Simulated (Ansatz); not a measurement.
Born–Oppenheimer molecular dynamics of CH₅FGe (8 atoms, charge 0, multiplicity 1). It starts at the highest image of a converged band. Of that band: Neighbouring images differ by up to 1.8 eV, so the band resolves the path poorly. A vibrational analysis at the climbing image gives one clearly imaginary mode, 554i cm⁻¹: a first-order saddle point.

The calculation used RKS BHLYP-D4/def2-SVP in Ansatz.

```yaml
ensemble: NVE (velocity Verlet)
time_step: 0.5 fs
steps_asked: 200
starting_velocities_drawn_for: 300 K
seed: 3318
```

First frame:

```xyz
8
Properties=species:S:1:pos:R:3
Ge -0.831 0.086 0.363
F 0.869 -1.054 1.171
C 0.448 0.392 -0.895
H 1.120 -0.590 0.279
H -1.039 0.975 1.582
H -1.796 -1.090 0.306
H 0.332 -0.099 -1.859
H 0.896 1.381 -0.946
```

(1) How far do the bonds stretch over the last three quarters of this one trajectory? (Pairs bonded in most of those frames.)

Answers

(1) 
```
  bond  mean (Å)  spread (Å)  shortest  longest
Ge1–F2     1.827       0.241      1.50     2.20
Ge1–C3     2.028       0.123      1.79     2.17
Ge1–H5     1.536       0.012      1.51     1.55
Ge1–H6     1.536       0.029      1.48     1.59
 C3–H4     1.132       0.115      0.95     1.31
 C3–H7     1.107       0.051      1.00     1.22
 C3–H8     1.102       0.052      1.02     1.18
```

Mean temperature of the second half: 1912 K. The conserved energy stayed within 1.4 meV per atom of its start (net change -0.46 meV per atom), so the integration is sound. The system heated up, since it started high on the potential surface and ran downhill. A run of 0.1 ps of so small a system gives no equilibrium averages. The orbitals stay closed-shell, which can raise the energy where a bond breaks towards radicals; this wasn't checked here.

Time of the run: 4.5 min on 2 threads of Intel(R) Xeon(R) Platinum 8488C (Sapphire Rapids), with other jobs on the host, peak memory 0.19 GiB.
